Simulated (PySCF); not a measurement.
**Exercise with solution: dipole moment from atomic charges**

Si(H)2(Br)(vinyl) (C2H5BrSi), SMILES C=C[SiH2]Br. Atoms are numbered in the order given.

```xyz
9

Si     0.0028    -0.8453     0.6285
Br    -0.9958     0.6809    -0.6920
C      1.8451    -0.7986     0.3649
C      2.7058    -0.4707     1.3389
H     -0.3083    -0.5150     2.0447
H     -0.5778    -2.1639     0.2588
H      2.2404    -1.0475    -0.6284
H      3.7893    -0.4514     1.1764
H      2.3660    -0.2046     2.3464
```

Geometry optimised at B3LYP-D3(BJ)/def2-SVP. Other conformers were not sampled.

Charges (e) from CAM-B3LYP/def2-TZVP in PySCF:

```csv
atom,ESP fit,Mulliken
Si1,0.127,0.382
Br2,-0.148,-0.242
C3,-0.126,-0.226
C4,-0.360,-0.242
H5,0.004,-0.036
H6,-0.001,-0.032
H7,0.147,0.131
H8,0.169,0.133
H9,0.188,0.131
```

The dipole moment of the full density is 2.14 D.

Problem. What dipole moment does each set of point charges give, and which comes closer to that of the density?

Solution. 
μ = Σ q r, and 1 e Å = 4.8032 D.
ESP fit: Σ q r = (0.355, -0.207, 0.210) e Å, |μ| = 2.22 D.
Mulliken: Σ q r = (0.307, -0.330, 0.301) e Å, |μ| = 2.60 D.
ESP fit comes closer in size. Point charges leave out the atoms' own dipoles (lone pairs, polarised bonds); fits to the potential absorb them, partitions of the density don't.
